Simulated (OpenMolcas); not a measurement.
Re5+ (d2) among equal point charges was computed by CASSCF with the d shell active (OpenMolcas, ANO-RCC-VDZP on the metal). Its lowest spin-free states, and all those of the highest spin:

```json
{"2S+1": "3", "Degeneracy": "3", "E (cm-1)": "0.0"}
{"2S+1": "3", "Degeneracy": "3", "E (cm-1)": "5652"}
{"2S+1": "3", "Degeneracy": "1", "E (cm-1)": "12243"}
{"2S+1": "1", "Degeneracy": "3", "E (cm-1)": "12556"}
{"2S+1": "1", "Degeneracy": "2", "E (cm-1)": "13109"}
{"2S+1": "3", "Degeneracy": "3", "E (cm-1)": "17699"}
{"2S+1": "1", "Degeneracy": "3", "E (cm-1)": "20901"}
{"2S+1": "1", "Degeneracy": "1", "E (cm-1)": "22634"}
{"2S+1": "1", "Degeneracy": "3", "E (cm-1)": "23094"}
{"2S+1": "1", "Degeneracy": "2", "E (cm-1)": "27103"}
{"2S+1": "1", "Degeneracy": "1", "E (cm-1)": "49782"}
```

Problem. Is the site octahedral, tetrahedral or cube-like, axial, or of lower symmetry?

Solution. The states with 2S+1 = 3 have orbital degeneracies 3, 3, 1, 3. Threefold states need a cubic site. For d2 at this spin an octahedron puts the threefold T1 below the threefold T2 and a tetrahedron or cube puts the single A2 below the threefold T2, so the site is octahedral. The run had Re5+ among 6 point charges of -0.85 e arranged as an octahedron (Oh), 1.87 Å from the ion.

An orbital triplet at a regular site is open to Jahn-Teller coupling, which can distort the site and quench the lowest spin-orbit gaps and is left out. Without dynamic correlation the repulsion within the d shell is too large (B by tens of per cent), so at a given field states of lower spin stand too high. This field is weak: 10Dq is about 6678 cm-1, while octahedral complexes of 5d ions of charge 3 and more, computed by the same method with explicit ligands, had a median near 35000 cm-1. Ground spin and moment need not be those of a real site. This is an electrostatic model: the charges have no orbitals. No measured value stands beside these numbers.
